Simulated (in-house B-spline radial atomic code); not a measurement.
Configurations of Tm5+, with energies counted from [Kr] 4d10 4f11 5s2 5p5. Computed with an all-electron radial atomic-structure program (B-spline basis): scalar-relativistic (X2C) BHandHLYP, spin-polarised, spherical fractional occupations, exact exchange averaged over the configuration, Fermi nucleus of rms radius 5.2256 fm. Shells without spins written out take the highest spin.

Occupations are held fixed; configurations that lie above the ionisation limit could autoionise.

```csv
configuration,E - E(ref) (eV),highest orbital,its <r> (bohr)
[Kr] 4d10 4f11 5s2 5p4 5d1,33.514,5d up,1.704
[Kr] 4d10 4f10 5s2 5p5 5f1,50.329,5f up,2.819
[Kr] 4d10 4f11 5s2 5p4 5f1,62.785,5f up,2.858
[Kr] 4d9 4f11 5s2 5p6,160.97,4f down,0.6812
[Kr] 4d9 4f11 5s2 5p5 5f1,226.47,5f up,2.814
[Kr] 4d9 4f11 5s2 5p5 6f1,238.06,6f up,5.046
```

Q: Order these further configurations by energy, lowest first.
A. [Kr] 4d10 4f10 5s2 5p5 6s1
B. [Kr] 4d9 4f11 5s2 5p5 6s1
C. [Xe] 4f10
D. [Kr] 4d10 4f10 5s2 5p5 6p1
E. [Kr] 4d10 4f11 5s2 5p4 6d1

A: C (-14.884 eV), A (30.486 eV), D (39.234 eV), E (63.298 eV), B (206.6 eV).

Q: How far above the reference does [Kr] 4d9 4f11 5s2 5p5 6p1 lie?

A: 215.36 eV; its least bound orbital is 6p up with <r> = 2.808 bohr.

Q: Is the reference the lowest configuration at this level of theory?

A: No: [Xe] 4f10 lies 14.88 eV lower with this functional.
